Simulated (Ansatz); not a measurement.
`CC(=O)O[SiH2]F` + `C1=NC1` → `CC1=NC1` + `O=CO[SiH2]F` at 500 K and 1 bar (formal exchange of groups at a C–C bond).

Isolated molecules relaxed with PBE0-D4/def2-TZVP in Ansatz; ΔE leaves out vibrations. CBS: MP2 limit from def2 TZ/QZ plus the TZ coupled-cluster correction, frozen cores. Each species was taken in one conformer, which may not be the lowest.

| species | CCSD(T)/CBS energy (Eh) | H − E (kJ/mol) | S (J/(mol·K)) |
| --- | --- | --- | --- |
| `CC(=O)O[SiH2]F` | -618.45411 | 238.8 | 424.6 |
| `C1=NC1` | -132.51911 | 141.1 | 274.3 |
| `CC1=NC1` | -171.79280 | 225.2 | 325.0 |
| `O=CO[SiH2]F` | -579.18029 | 155.7 | 374.8 |

H − E and S are ideal-gas, rigid-rotor, harmonic terms from PBE0-D4/def2-TZVP, for one conformer and one mirror image of each species. 1 Eh = 2625.50 kJ/mol, R = 8.31446 J/(mol·K).

Task: By hand: ΔE, ΔH, ΔS and ΔG.

Result: ΔE = (-171.79280) + (-579.18029) − (-618.45411) − (-132.51911) = 0.00013 Eh = 0.3 kJ/mol. Δ(H − E) = 225.2 + 155.7 − 238.8 − 141.1 = 1.0, so ΔH = 1.3 kJ/mol. ΔS = 325.0 + 374.8 − 424.6 − 274.3 = 0.9 J/(mol·K). ΔG = 1.3 − 500 × (0.9)/1000 = 0.9 kJ/mol.

Task: By hand: the equilibrium constant, and the temperature at which ΔG would vanish if ΔH and ΔS stayed fixed.

Result: log₁₀ K = −ΔG/(RT ln 10) = -0.1. ΔG = 0 at ΔH/ΔS = 1444 K, though so small a ΔH makes that figure unsure.

TΔS isn't small against ΔH here. The sign of ΔG lies within the doubt. A doubt of 5 kJ/mol in ΔE shifts log₁₀ K by 0.5 here. Other conformers and mirror images would add mixing entropy, several J/(mol·K) or more a flexible species. These are equilibria of isolated gas molecules and say nothing of rates. Largest T1 diagnostic: 0.015 (customary marks: 0.02 for closed shells, 0.045 for open ones).
